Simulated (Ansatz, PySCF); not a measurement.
Torsion H4–C1–Si2–Cl3 in CH3ClSi (SMILES C[Si]Cl); at each angle all else is relaxed with GFN2-xTB, and the levels are single points there.
Geometry at 60° (charge 0, multiplicity 1):
```xyz
6

C     -0.6042     0.0026    -0.0003
Si     0.9741     1.0860    -0.1178
Cl     2.3747    -0.2995     0.5783
H     -0.7798    -0.3249     1.0247
H     -1.4907     0.5396    -0.3309
H     -0.5123    -0.8933    -0.6150
```

On the grid 0° to 120°, 0° is the highest and 60° the lowest point at MP2/CBS(cc-pV(T+d)Z, cc-pV(Q+d)Z) + ΔCCSD(T)/cc-pV(T+d)Z.

Rows in STO-3G carry no dispersion term and start afresh at each structure.

The values were computed with Ansatz (Gaussian orbitals); PySCF for STO-3G rows, the dispersion terms. 

Estimate the energy at 0° less that at 60° that HF/STO-3G returns for this input.

0.8 kcal/mol

Ansatz is a program for electronic structure.
